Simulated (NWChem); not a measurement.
MoNH$_{2}$SOF; SMILES [NH2][Mo](=[O])([F])=[S]

```xyz
7

Mo    -0.0135     0.1876     0.0373
O      0.3363     0.7902     1.5497
S      0.0109    -1.9270     0.0497
F     -1.6561     0.8072    -0.5434
N      1.3651     0.7790    -1.1335
H      1.9648     1.5710    -0.9098
H      1.7196     0.2565    -1.9312
```
Atoms are numbered in this order, from 1.

Level: PBE0/def2-SVP with def2 effective core potentials on Mo (NWChem), optimised geometry, unscaled harmonic frequencies. def2 effective core potentials on Mo; no spin-orbit coupling.

```
frequency (cm⁻¹)  IR intensity (km/mol)
----------------  ---------------------
187                                 4.3
203                                 2.3
209                                 0.9
240                                 8.0
274                                 0.3
384                                 4.6
541                               175.3
579                                34.3
666                                14.7
704                               143.2
745                                94.4
1063                              175.1
1499                               41.7
3569                              164.1
3677                               69.4
```

```json
{
 "zero_point_energy": "20.8 kcal/mol",
 "thermal correction to the enthalpy at 298.15 K (with zero-point energy)": "25.5 kcal/mol",
 "heat capacity Cv": "21.6 cal/(mol K)",
 "entropy at 298.15 K and 1 atm (symmetry number 1)": "81.7 cal/(mol K)"
}
```

Rigid rotor and harmonic oscillator.
